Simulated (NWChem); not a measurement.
Species: InNH3F; SMILES [NH2][InH][F]

```xyz
6

In    -0.2934    -0.0047     0.0003
H     -1.9771    -0.2167    -0.0830
F      0.8193    -1.6283    -0.0044
N      0.9249     1.5902    -0.0462
H      1.9019     1.4595     0.1963
H      0.6047     2.5098     0.2366
```
Atoms are numbered in this order, from 1.

Program: NWChem. Structure relaxed at the PBE0/def2-SVP level. Not confirmed as a minimum by frequencies. def2 effective core potentials on In; no spin-orbit coupling. Ions are spin-unrestricted doublets at the neutral geometry; other ion states weren't tried.

For level PBE/def2-SVP:

- −ε(HOMO) (eV) = 5.85

What are these values for level PBE0/def2-SVP?


- −ε(HOMO) (eV) = 7.26
